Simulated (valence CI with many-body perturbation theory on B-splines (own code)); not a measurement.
# E1 line list for Sr⁷⁺

Computed by valence CI with perturbative core correlation (CI+MBPT): three valence electrons over a frozen Dirac-Fock core [Ar] 3d10, a basis of 11 s, 11 p, 9 d, 7 f, 5 g, 2 h, 1 i functions for each j, with the one-electron correlation potential Σ1, the two-electron term Σ2, the three-electron term Σ3, Breit, model QED; selected CI, second order for the rest, scaled by the run's own slope (own B-spline code, finite nucleus).

Against 9 measured levels this calculation errs by 104 cm⁻¹ on average and by 168 at most. These come from a selection out of Sansonetti, J. Phys. Chem. Ref. Data 41, 013102 (2012). Levels without a partner in it may be off by more.

Lines 201 to 248 of 248 in falling wavelength, among levels below 631280 cm⁻¹, chosen from the strongest by gf and those to the six lowest levels. Wavelengths and rates use the calculated energies, so an error of 100 cm⁻¹ moves a line at 28.55 nm by 0.029 % and its rate by three times that or more. Electric multipoles are in the length gauge, E1 and E2 with the static RPA response of the core. Weak lines are less certain than strong ones. Lines between different terms over intervals too small for the method are left out, as are lines whose strength nearly cancels. Where a level lies close to another of its J and parity, the split of strength between their lines is uncertain. The highest levels of a list are the least certain.

Names give the largest LS component (configuration and term), which can be under half, so a name can repeat, a term be missing and a line seem to break the LS rules; names also repeat where a configuration has a term twice. Letters in brackets count levels of one name in rising energy.

| λ vac (nm) | Upper | Lower | A (s⁻¹) | S (a.u.) |
| --- | --- | --- | --- | --- |
| 28.55 | 4s²4f ²F°_7/2 | 4s4p² ²D_5/2 | 4.12e+09 | 3.79e-01 |
| 28.54 | 4s²5p ²P°_3/2 | 4s4p² ⁴P_1/2 | 9.96e+07 | 4.57e-03 |
| 28.50 | 4s4p4d ²P°_1/2 [a] | 4s4p² ⁴P_1/2 | 6.12e+07 | 1.40e-03 |
| 28.32 | 4s²4f ²F°_5/2 | 4s4p² ²D_3/2 | 4.54e+09 | 3.05e-01 |
| 28.16 | 4s4p4d ²P°_3/2 [b] | 4s4p² ⁴P_5/2 | 1.37e+07 | 6.04e-04 |
| 28.10 | 4s4p4d ²D°_5/2 [b] | 4s4p² ⁴P_5/2 | 1.82e+07 | 1.20e-03 |
| 28.00 | 4s4p5s ²P°_3/2 [a] | 4s4p² ²P_1/2 | 4.60e+09 | 1.99e-01 |
| 27.77 | 4s4p4d ²D°_3/2 [b] | 4s4p² ⁴P_3/2 | 2.27e+07 | 9.61e-04 |
| 27.63 | 4s4p5s ²P°_1/2 [a] | 4s4p² ²S_1/2 | 9.77e+09 | 2.03e-01 |
| 27.59 | 4s4p4d ²D°_5/2 [b] | 4s4p² ⁴P_3/2 | 1.59e+07 | 9.91e-04 |
| 26.34 | 4s4p5s ⁴P°_1/2 | 4s4p² ²D_3/2 | 4.50e+08 | 8.13e-03 |
| 26.10 | 4s²4f ²F°_7/2 | 4s4p² ⁴P_5/2 | 1.07e+08 | 7.49e-03 |
| 26.08 | 4s4p5s ⁴P°_3/2 | 4s4p² ²D_3/2 | 3.38e+08 | 1.18e-02 |
| 26.05 | 4s²4f ²F°_5/2 | 4s4p² ⁴P_5/2 | 6.84e+06 | 3.58e-04 |
| 25.61 | 4s²4f ²F°_5/2 | 4s4p² ⁴P_3/2 | 1.11e+07 | 5.50e-04 |
| 25.47 | 4s4p5s ⁴P°_5/2 | 4s4p² ²D_3/2 | 3.15e+07 | 1.54e-03 |
| 25.41 | 4s4p5s ²P°_1/2 [a] | 4s4p² ²D_3/2 | 2.75e+10 | 4.45e-01 |
| 25.23 | 4s4p5s ²P°_3/2 [b] | 4s4p² ²P_3/2 | 1.64e+10 | 5.20e-01 |
| 24.97 | 4s4p5s ²P°_1/2 [b] | 4s4p² ²P_1/2 | 1.51e+10 | 2.32e-01 |
| 24.93 | 4s4p5s ²P°_3/2 [a] | 4s4p² ²D_5/2 | 2.80e+10 | 8.57e-01 |
| 24.83 | 4s²5s ²S_1/2 | 4s²4p ²P°_3/2 | 2.86e+10 | 4.32e-01 |
| 24.80 | 4s4p5s ²P°_3/2 [a] | 4s4p² ²D_3/2 | 2.40e+09 | 7.22e-02 |
| 24.14 | 4s4p5s ⁴P°_3/2 | 4s4p² ⁴P_5/2 | 1.46e+10 | 4.04e-01 |
| 24.05 | 4s²5s ²S_1/2 | 4s²4p ²P°_1/2 | 1.36e+10 | 1.87e-01 |
| 23.98 | 4s4p5s ⁴P°_1/2 | 4s4p² ⁴P_3/2 | 2.52e+10 | 3.43e-01 |
| 23.76 | 4s4p5s ⁴P°_3/2 | 4s4p² ⁴P_3/2 | 3.69e+09 | 9.78e-02 |
| 23.66 | 4s4p5s ⁴P°_1/2 | 4s4p² ⁴P_1/2 | 5.01e+09 | 6.55e-02 |
| 23.62 | 4s4p5s ⁴P°_5/2 | 4s4p² ⁴P_5/2 | 2.04e+10 | 7.94e-01 |
| 23.44 | 4s4p5s ⁴P°_3/2 | 4s4p² ⁴P_1/2 | 1.20e+10 | 3.06e-01 |
| 23.25 | 4s4p5s ⁴P°_5/2 | 4s4p² ⁴P_3/2 | 8.83e+09 | 3.29e-01 |
| 23.21 | 4s4p5s ²P°_1/2 [a] | 4s4p² ⁴P_3/2 | 1.96e+08 | 2.41e-03 |
| 23.04 | 4s4p5s ²P°_3/2 [a] | 4s4p² ⁴P_5/2 | 3.67e+07 | 8.87e-04 |
| 22.70 | 4s4p5s ²P°_3/2 [a] | 4s4p² ⁴P_3/2 | 2.83e+08 | 6.53e-03 |
| 22.47 | 4s4p5s ²P°_3/2 [b] | 4s4p² ²D_5/2 | 8.32e+09 | 1.86e-01 |
| 22.41 | 4s4p5s ²P°_3/2 [a] | 4s4p² ⁴P_1/2 | 1.82e+08 | 4.05e-03 |
| 22.40 | 4s4p5s ²P°_1/2 [b] | 4s4p² ²D_3/2 | 1.27e+10 | 1.41e-01 |
| 22.37 | 4s4p5s ²P°_3/2 [b] | 4s4p² ²D_3/2 | 1.85e+09 | 4.08e-02 |
| 20.92 | 4s4p5s ²P°_3/2 [b] | 4s4p² ⁴P_5/2 | 5.79e+07 | 1.05e-03 |
| 16.43 | 4s4p5p ⁴D_1/2 | 4s²4p ²P°_3/2 | 4.64e+08 | 2.04e-03 |
| 16.34 | 4s4p5p ⁴D_3/2 | 4s²4p ²P°_3/2 | 1.29e+09 | 1.11e-02 |
| 16.24 | 4s4p5p ²P_3/2 | 4s²4p ²P°_3/2 | 8.61e+08 | 7.28e-03 |
| 16.22 | 4s4p5p ⁴P_1/2 [a] | 4s²4p ²P°_3/2 | 4.74e+08 | 2.00e-03 |
| 16.19 | 4s4p5p ⁴P_1/2 [b] | 4s²4p ²P°_3/2 | 3.30e+08 | 1.38e-03 |
| 16.09 | 4s4p5p ⁴D_1/2 | 4s²4p ²P°_1/2 | 2.14e+09 | 8.81e-03 |
| 15.99 | 4s4p5p ⁴D_3/2 | 4s²4p ²P°_1/2 | 1.35e+09 | 1.09e-02 |
| 15.90 | 4s4p5p ²P_3/2 | 4s²4p ²P°_1/2 | 1.16e+09 | 9.21e-03 |
| 15.88 | 4s4p5p ⁴P_1/2 [a] | 4s²4p ²P°_1/2 | 2.18e+09 | 8.61e-03 |
| 15.86 | 4s4p5p ⁴P_1/2 [b] | 4s²4p ²P°_1/2 | 1.77e+09 | 6.95e-03 |
